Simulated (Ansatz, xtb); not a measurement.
Two isomers of C4H7FGeO

Structure a is `[F][Ge@@H]1[CH2]C=CO[CH2]1`, a singlet and structure b is `F[C@H]1[C@@H]2C[C@H]1[GeH2][O]2`, a singlet. Both are isolated molecules in the gas phase, relaxed with r2SCAN-D4/def2-SVP; the shapes shown needn't be the lowest conformers.

a (Å):

```yaml
atoms:
  - { symbol: C, position_ang: [-0.2092, 1.3200, 0.4450] }
  - { symbol: C, position_ang: [0.8334, 1.1604, 1.5199] }
  - { symbol: C, position_ang: [0.8132, 0.3734, 2.6145] }
  - { symbol: C, position_ang: [-1.5103, -0.2504, 2.6989] }
  - { symbol: F, position_ang: [-1.3743, -1.3790, -0.0859] }
  - { symbol: Ge, position_ang: [-1.6871, 0.1102, 0.7829] }
  - { symbol: O, position_ang: [-0.1550, -0.4438, 3.0981] }
  - { symbol: H, position_ang: [-3.0919, 0.5529, 0.3501] }
  - { symbol: H, position_ang: [0.2166, 1.0720, -0.5439] }
  - { symbol: H, position_ang: [-0.5647, 2.3641, 0.3673] }
  - { symbol: H, position_ang: [1.7674, 1.7186, 1.3852] }
  - { symbol: H, position_ang: [1.6968, 0.3114, 3.2587] }
  - { symbol: H, position_ang: [-2.0572, -1.1499, 3.0163] }
  - { symbol: H, position_ang: [-1.9359, 0.6143, 3.2485] }
```

b (Å):

```xyz
14

C    -1.3339   -0.2762   -0.8029
C    -0.7530   -1.7074   -0.9014
C    -0.2816   -1.4614    0.5591
C    -0.1304    0.0308    0.1131
F    -1.4471    0.4428   -1.9696
Ge    1.3097   -0.2076   -1.2162
O     0.3756   -1.6850   -1.7594
H    -2.3010   -0.2370   -0.2706
H    -1.3957   -2.5625   -1.1617
H    -1.0840   -1.5942    1.3035
H     0.6148   -2.0171    0.8779
H    -0.1467    0.8631    0.8299
H     1.4631    0.7957   -2.3612
H     2.6620   -0.6349   -0.6268
```

Quicker runs give these differences E(b) − E(a): GFN2-xTB +7.0 kcal/mol; HF/STO-3G −5.6 kcal/mol (at GFN2-xTB geometries); r2SCAN-D4/def2-SVP//GFN2-xTB +23.3 kcal/mol.

Problem. Estimate which is lower in electronic energy at CCSD(T)/def2-SVP + ΔMP2/def2-TZVPP, and by roughly how much.

Solution. The CCSD(T)/def2-SVP + ΔMP2/def2-TZVPP calculation puts structure a lower, by 23.0 kcal/mol.

The same difference at several levels:

```
                             level            geometry  E(b) − E(a) (kcal/mol)  departure from the last row (kcal/mol)  job, with rough time for the two
                          GFN2-xTB            GFN2-xTB                      +7.0                                   −16.0               optimisation, 0.2 s
                         HF/STO-3G            GFN2-xTB                      −5.6                                   −28.7              single point, 0.54 s
      r2SCAN-D4/def2-SVP//GFN2-xTB            GFN2-xTB                     +23.3                                    +0.3               single point, 4.7 s
                r2SCAN-D4/def2-SVP  r2SCAN-D4/def2-SVP                     +23.3                                    +0.2                optimisation, 74 s
                       HF/def2-SVP  r2SCAN-D4/def2-SVP                     +27.5                                    +4.4           part of the CCSD(T) run
                      MP2/def2-SVP  r2SCAN-D4/def2-SVP                     +21.0                                    −2.0           part of the CCSD(T) run
                  CCSD(T)/def2-SVP  r2SCAN-D4/def2-SVP                     +21.8                                    −1.2                      single point
CCSD(T)/def2-SVP + ΔMP2/def2-TZVPP  r2SCAN-D4/def2-SVP                     +23.0                                                     single point, 1.9 min
```

As drawn, b has 1 C–F, 3 C–C, 1 Ge–O, 1 Ge–H in place of 1 F–Ge, 1 C–Ge, 1 C=C, 1 C–O, 1 C–H. Structure a has a 6-membered ring, b a 4-membered ring and 2 5-membered rings.

HF/STO-3G puts the two in the other order. The largest departure from CCSD(T)/def2-SVP + ΔMP2/def2-TZVPP is that of HF/STO-3G, 28.7 kcal/mol. The last row adds to CCSD(T) the change of the MP2 difference between the two basis sets, here +1.2 kcal/mol.

With thermal terms from frequencies at re-optimised GFN2-xTB minima (ideal gas, soft modes damped towards free rotors, one conformer each, 298.15 K, 1 atm): on the last row, ΔE + ΔZPE = +23.9, ΔH = +22.8, ΔG = +25.6 kcal/mol.

The correlated steps freeze 15 core orbitals; the filled d shell of Ge is correlated, in a basis made for valence electrons. Programs: Ansatz 0.2.0, xtb 6.7.1; the last row on 4 threads of Arm Neoverse V1 on a shared host.
